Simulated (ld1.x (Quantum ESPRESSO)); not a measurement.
**antimony, TM: configuration errors across variants**

```
Element                 : antimony (Sb)
Generator               : ld1.x (Quantum ESPRESSO) 7.5
Type                    : norm-conserving Troullier–Martins (Kleinman–Bylander form)
Functional              : PBE
Relativity              : scalar-relativistic
Frozen core             : [Kr]
Valence charge          : 15
Reference configuration : 4d10 5s2 5p3
Partial waves           : 5p (bound): rc 1.75 bohr; 4d (bound): rc 1.05 bohr; 5s (bound): rc 2.05 bohr
Local potential         : the s channel
Core correction         : none
```

All-electron excitation energies from the reference (eV): (1) 4d10 5s2 5p2 8.317; (2) 4d10 5s2 5p1 24.285; (3) 4d10 5s2 5p0 48.698; (4) 4d10 5s1 5p0 92.991; (5) 4d10 5s2 5p2.5 3.262; (6) 4d10 5s1 5p4 8.112; (7) 4d9 5s2 5p4 31.120.

A true bound ghost makes a file unfit for plane-wave use even where its test errors are small: the radial tests pick states by their node count and pass the ghost by.

Errors AE − PS in meV (a dash: test not solved or not reliable):

| change | (1) | (2) | (3) | (4) | (5) | (6) | (7) | bound ghosts |
| --- | --- | --- | --- | --- | --- | --- | --- | --- |
| base | -0.3 | +3.1 | +15 | +65 | -0.3 | +0.6 | -328 | none |
| all radii scaled by about 0.88 (s 1.80, p 1.54, d 0.92 bohr) | -0.5 | +2.8 | +17 | +73 | -0.4 | -1.8 | -256 | p |
| all radii scaled by about 0.95 (s 1.94, p 1.66, d 1.00 bohr) | -0.2 | +3.6 | +16 | +66 | -0.3 | +0.7 | -298 | p |
| all radii scaled by about 1.05 (s 2.16, p 1.84, d 1.10 bohr) | -0.3 | +3.1 | +15 | +68 | -0.4 | -0.7 | -349 | none |
| all radii scaled by about 1.18 (s 2.42, p 2.06, d 1.24 bohr) | +0.2 | +7.4 | +33 | +88 | -0.3 | -8.3 | -343 | none |
| all radii scaled by about 1.24 (s 2.54, p 2.18, d 1.30 bohr) | +0.8 | +11 | +47 | +98 | -0.2 | -13 | -324 | none |
| all radii scaled by about 1.35 (s 2.76, p 2.36, d 1.42 bohr) | +2.1 | +20 | +75 | +105 | +0.1 | -22 | -268 | none |

(1) Give the same row for: all radii scaled by about 0.75 (s 1.54, p 1.32, d 0.78 bohr).

Results:

(1) +4.2, +45, +170, +248, +0.4, +7.1, -258; bound ghosts: p.
